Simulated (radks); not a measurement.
Excited configurations of the potassium ion K3+: one electron is placed in a higher orbital outside [Ne] 3s2 3p3. The ground configuration is [Ne] 3s2 3p4. Calculated with a radial shooting solver on a logarithmic mesh with Libxc functionals: non-relativistic Kohn-Sham, PBE, spin-unpolarised, spherical densities, point nucleus. Excitation = E - E(ground); binding = E(ion) - E, where the ion is the core of charge +4; n* = 4/sqrt(2 binding) in atomic units, and the quantum defect is n - n*.

outer orbital,excitation (eV),binding (eV),n*,eigenvalue (eV)
4d,44.914,18.095,3.469,-15.607
5s,47.162,15.847,3.706,-14.117
5p,49.045,13.964,3.948,-12.380
5d,51.875,11.134,4.422,-9.785
7s,56.188,6.821,5.649,-6.154

The Delta-SCF ionisation energy is 63.009 eV (NIST Atomic Spectra Database: 60.92 eV, semi-empirical). Self-interaction in the functional shifts the binding energies and quantum defects, so they are the method's values and not measured ones. Spin polarisation and multiplet splitting are left out, so open shells lie too high by an amount that depends on their filling.

Beside tabulated values, note that spin-unpolarised runs miss the spin-polarisation part of the exchange energy of open shells.
